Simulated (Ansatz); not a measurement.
Calculated with Ansatz (gas phase, PBE0-D4/def2-TZVP geometries, no zero-point term in ΔE). CCSD(T)/CBS adds triple-zeta CCSD(T) − MP2 to the extrapolated MP2 energy (def2 sets, frozen cores). This one scheme is used for every species. DFT in def2-TZVPP. B3LYP here is the variant with VWN-RPA as its local correlation; programs differ in this. HSE06 is defined as in plane-wave codes. def2 core potentials past Kr. For Y outer-core shells are correlated without core-valence functions, which leaves a few kJ/mol of doubt a bond. One conformer a species, not always the lowest.

`[NH2][Y]([F])[F]` + HCl → `[F][Y]([F])[Cl]` + NH₃  (ligand exchange at a Y–N bond)

```
             level  ΔE (kJ/mol)  difference from CCSD(T)/CBS
       LDA (SPW92)       -119.3                         12.7
            PBE-D4       -124.0                          8.0
         revPBE-D4       -123.2                          8.8
           BLYP-D4       -122.0                         10.0
         r2SCAN-D4       -133.0                         -1.0
            B97M-V       -137.5                         -5.5
           PBE0-D4       -131.5                          0.5
          B3LYP-D4       -128.5                          3.5
        r2SCANh-D4       -134.6                         -2.6
        r2SCAN0-D4       -136.9                         -4.9
          BHLYP-D4       -138.0                         -6.0
      CAM-B3LYP-D4       -129.4                          2.6
           ωB97X-V       -132.4                         -0.4
           ωB97M-V       -131.1                          0.9
            B2PLYP       -129.6                          2.4
          PBE-QIDH       -134.4                         -2.4
               PBE       -124.5                          7.5
            revPBE       -125.8                          6.2
              BLYP       -123.3                          8.7
            r2SCAN       -133.2                         -1.2
              PBE0       -131.9                          0.1
             B3LYP       -129.2                          2.8
           r2SCANh       -134.8                         -2.8
           r2SCAN0       -137.1                         -5.1
             HSE06       -132.0                          0.0
         CAM-B3LYP       -129.6                          2.4
           LC-ωPBE       -132.0                          0.0
RPA@PBE/def2-TZVPP       -120.0                         12.0
       HF/def2-SVP       -156.6                        -24.6
  CCSD(T)/def2-SVP       -127.6                          4.4
     HF/def2-TZVPP       -150.9                        -18.9
    MP2/def2-TZVPP       -127.8                          4.2
SCS-MP2/def2-TZVPP       -127.5                          4.5
   CCSD/def2-TZVPP       -128.3                          3.7
CCSD(T)/def2-TZVPP       -126.6                          5.4
     HF/def2-QZVPP       -152.0                        -20.0
    MP2/def2-QZVPP       -131.3                          0.7
SCS-MP2/def2-QZVPP       -131.2                          0.8
     MP2/CBS(def2)       -133.2                         -1.2
    CCSD/CBS(def2)       -133.7                         -1.7
       CCSD(T)/CBS       -132.0                            0
```

Largest T1 diagnostic among the species: 0.014.

In def2-TZVPP, CCSD(T) changes the Hartree–Fock value by +24.3 kJ/mol (the triples alone add +1.8 kJ/mol) and MP2 by +23.1 kJ/mol. From r2SCAN to r2SCAN0 (25 % exact exchange), in def2-TZVPP and without D4, ΔE moves by −3.9 kJ/mol.
